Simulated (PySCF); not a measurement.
Species: (H3Sn)2CH2, CH8Sn2.
Bonds: Sn1–C5, C5–Sn6. Hydrogens: H2, H3, H4 on Sn1; H10, H11 on C5; H7, H8, H9 on Sn6.

Computed by this run: PBE0-D3(BJ)/def2-SVP geometry optimisation, gas phase, def2 core potentials past Kr (PySCF); density fitting, grid level 1; the optimiser is geomeTRIC in internal coordinates, started from a GFN2-xTB structure with every atom displaced at random (about 0.03 Å).

Step 1: E = -12826.7011 eV
```
atom  x, y, z in Å  |  force x, y, z in eV/Å
Sn1     1.3061    0.8873    0.9194    0.175   0.146   0.312
H2      1.7200    2.5660    0.9714    0.019  -0.149   0.024
H3      0.6247    0.4559    2.4606    0.208  -0.007  -0.261
H4      2.7254   -0.0294    0.5320   -0.250   0.086   0.128
C5     -0.1885    0.6301   -0.5907   -0.059  -0.234   0.012
Sn6    -1.1678   -1.2989   -0.5729   -0.010  -0.119  -0.302
H7     -0.0101   -2.5632   -0.3391   -0.076   0.149  -0.035
H8     -1.9745   -1.5772   -2.0975    0.136   0.069   0.371
H9     -2.2832   -1.3649    0.7349    0.015   0.038  -0.093
H10     0.2957    0.8034   -1.5633   -0.109  -0.016  -0.059
H11    -0.9498    1.4054   -0.4239   -0.049   0.036  -0.096
```

Step 2: E = -12826.7283 eV
```
atom  x, y, z in Å  |  force x, y, z in eV/Å
Sn1     1.3073    0.8986    0.9281   -0.081   0.084  -0.034
H2      1.7451    2.5598    0.9947    0.015  -0.022   0.000
H3      0.6543    0.4516    2.4555    0.061  -0.039  -0.055
H4      2.7002   -0.0319    0.5534   -0.052  -0.017   0.040
C5     -0.1995    0.6255   -0.5978    0.148  -0.031   0.063
Sn6    -1.1645   -1.2994   -0.5789    0.010  -0.052  -0.082
H7     -0.0002   -2.5405   -0.3444    0.014   0.018  -0.008
H8     -1.9701   -1.5818   -2.0754    0.012   0.024   0.091
H9     -2.2813   -1.3573    0.7203   -0.027   0.013  -0.015
H10     0.2739    0.7919   -1.5800   -0.072  -0.009   0.058
H11    -0.9673    1.3980   -0.4446   -0.027   0.031  -0.058
```

Problem. Estimate the geometry and energy of step 3. (The exact step hangs on the optimiser's Hessian estimate; all steps are aligned on step 2, rigid shifts and turns removed.)

Solution. E = -12826.7326 eV, largest force 0.061 eV/Å
```
atom  x, y, z in Å  |  force x, y, z in eV/Å
Sn1     1.2981    0.9060    0.9243   -0.006   0.059  -0.015
H2      1.7576    2.5579    1.0011    0.009   0.008  -0.004
H3      0.6597    0.4398    2.4437   -0.005  -0.031   0.041
H4      2.6718   -0.0460    0.5564    0.030  -0.036   0.001
C5     -0.2002    0.6288   -0.5959    0.015   0.033  -0.012
Sn6    -1.1564   -1.2992   -0.5769    0.024  -0.020   0.045
H7      0.0182   -2.5285   -0.3424    0.011   0.001  -0.001
H8     -1.9649   -1.5817   -2.0596   -0.037  -0.002  -0.041
H9     -2.2809   -1.3538    0.7163   -0.008   0.000  -0.003
H10     0.2676    0.7905   -1.5802   -0.021  -0.006   0.025
H11    -0.9726    1.4009   -0.4560   -0.012  -0.006  -0.035
```

The energy changes by -0.0043 eV. The first-order estimate −F·Δx gives -0.0082 eV and the mean of the old and new forces, exact on a quadratic surface, -0.0043 eV. The step makes an angle of 59° with the force vector and moves no atom by more than 0.032 Å.

The cost below is that of the whole optimisation. Hardware: one thread, Arm Neoverse V2 (aarch64), no GPU, on a shared host. Cost: 32 s wall, 0.42 GiB resident at most.
